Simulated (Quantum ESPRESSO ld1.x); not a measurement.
Values are calculated unless marked as measured or tabulated.
Q: All-electron atom: a nucleus of charge 53.4 with 53 electrons in [Kr] 4d10 5s2 5p5. Code: ld1.x of Quantum ESPRESSO 7.5. Model: scalar-relativistic Kohn-Sham, PW91, spin-unpolarised, spherical densities, point nucleus. Some entries of the table are withheld. Estimate them.

orbital  occ.  eigenvalue (eV)  <r> (bohr)  <r^2> (bohr^2)
1s          2              (1)     0.02699       0.0009879
2s          2              (2)      0.1161         0.01591
2p          6        -4668.418      0.1016             (3)
3s          2        -1058.428      0.3110          0.1105
3p          6         -886.030      0.3090          0.1107
3d         10         -628.781      0.2855         0.09640
4s          2         -191.023      0.7304          0.6026
4p          6         -136.758      0.7808          0.6945
4d         10          -57.647      0.9026          0.9531
5s          2              (4)       1.905           4.103
5p          5              (5)       2.345           6.316

A: 
(1) 1s eigenvalue (eV): -33544.129
(2) 2s eigenvalue (eV): -5201.168
(3) 2p <r^2> (bohr^2): 0.01260
(4) 5s eigenvalue (eV): -21.903
(5) 5p eigenvalue (eV): -10.864
